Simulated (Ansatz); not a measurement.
A nudged elastic band was laid between two geometries of FH + H4O3Si (10 atoms, charge 0, multiplicity 1).

These are results of Ansatz 0.2.0, RKS r2SCAN-D4/def2-SVP, not measurements.

| Quantity | Value |
| --- | --- |
| movable images | 9 |
| climbing image | yes |
| spring | 5.0 eV/Å² |
| optimiser | quadratic models (default) |
| start path | through a guess of the saddle point |
| force threshold | 0.05 eV/Å |
| iteration limit | 60 |
| end points | relaxed |

First end point:

```xyz
10
Properties=species:S:1:pos:R:3
Si -0.393 -0.285 0.286
H -0.627 -0.358 1.740
O 1.210 0.003 -0.118
H 1.706 -0.766 -0.428
O -1.319 0.954 -0.264
H -1.043 1.390 -1.079
O -0.665 -1.744 -0.454
H -1.516 -2.169 -0.296
F 1.450 2.202 1.148
H 1.633 1.430 0.641
```

Last end point:

```xyz
10
Properties=species:S:1:pos:R:3
Si -0.492 0.112 -0.221
H 2.371 0.462 2.496
O 1.082 0.200 -0.668
H 1.652 -0.528 -0.394
O -1.367 1.158 -1.129
H -1.122 1.225 -2.059
O -0.944 -1.468 -0.308
H -1.785 -1.706 0.099
F -0.722 0.607 1.299
H 1.763 0.595 2.061
```

Problem. What changes between the two ends?

Solution. Bonds broken: Si1–H2, F9–H10. Bonds formed: Si1–F9, H2–H10. FH + H4O3Si becomes FH3O3Si + H2.

Problem. Give the energies along the band, and the barrier.

Solution. The forces met the threshold. The highest image is number 4 of 0 to 10, 1.20 eV above the first end and 2.28 eV above the last; the last end lies 1.08 eV below the first. Beside the main top the profile has a ripple of under 15 meV (maxima at images 4, 8), which may be a very shallow well or noise. Neighbouring images differ by up to 1.6 eV, so the band resolves the path poorly. A vibrational analysis at the climbing image gives one clearly imaginary mode, 866i cm⁻¹: a first-order saddle point. The orbitals stay closed-shell, which can raise the energy where a bond breaks towards radicals; this wasn't checked here.

| image | path coordinate (Å) | energy (eV) | Si1–H2 (Å) | F9–H10 (Å) | Si1–F9 (Å) |
| --- | --- | --- | --- | --- | --- |
| 0 | 0.00 | 0.00 | 1.47 | 0.94 | 3.21 |
| 1 | 0.93 | 0.06 | 1.47 | 0.94 | 3.00 |
| 2 | 1.86 | 0.34 | 1.48 | 0.93 | 3.02 |
| 3 | 2.79 | 0.50 | 1.50 | 0.94 | 2.62 |
| 4 | 3.72 | 1.20 | 1.68 | 1.18 | 1.88 |
| 5 | 4.98 | -0.42 | 2.59 | 1.90 | 1.62 |
| 6 | 6.24 | -1.01 | 3.47 | 2.23 | 1.62 |
| 7 | 7.50 | -1.08 | 4.08 | 2.47 | 1.62 |
| 8 | 8.76 | -1.07 | 4.05 | 2.46 | 1.62 |
| 9 | 10.03 | -1.07 | 3.88 | 2.46 | 1.62 |
| 10 | 11.29 | -1.08 | 3.96 | 2.60 | 1.62 |

Problem. What is the geometry of the highest image?

Solution. 
```xyz
10
Properties=species:S:1:pos:R:3
Si 0.167 0.172 0.070
H -0.105 -0.051 1.717
O 1.660 -0.143 -0.554
H 1.674 -1.009 -0.983
O -0.882 1.266 -0.592
H -1.496 0.842 -1.205
O -0.544 -1.326 -0.236
H -1.378 -1.518 0.209
F 0.933 1.605 1.025
H 0.407 0.820 1.725
```

The run took 5.4 min on 4 threads of Intel(R) Xeon(R) Platinum 8259CL CPU @ 2.50GHz (Skylake/Cascade Lake), on a shared host, peak memory 0.19 GiB.
